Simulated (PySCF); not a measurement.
Excitation energy of Cu(2+) by level of theory

Cu(2+) [Ar] 3d9 (2D) → Cu(2+) [Ar] 3d8 4s1 (4F), as a difference of total energies. All numbers are calculated (PySCF 2.14, scalar relativity by spin-free X2C-1e, in ANO-RCC-VTZP (6s5p3d2f1g, 59 functions)). Correlated levels: valence and next inner shell: [Ne] frozen. The calculations carry no spin-orbit coupling.

```
                                method  excitation energy (eV)
                                   UHF                   6.390
    MP2 (valence and next inner shell)                   8.875
SCS-MP2 (valence and next inner shell)                   8.643
   CCSD (valence and next inner shell)                   8.071
CCSD(T) (valence and next inner shell)                   8.143
```

**Question.** How much does correlation contribute at CCSD(T) (valence and next inner shell)?

**Answer.** 8.143 − (6.390) = 1.753 eV, measured against UHF.

A first-order spin-orbit estimate (lowest level to lowest level, LS coupling) adds -0.069 eV.

The basis was made for the ground configuration and has no added diffuse functions, so the excitation energy can come out too high.
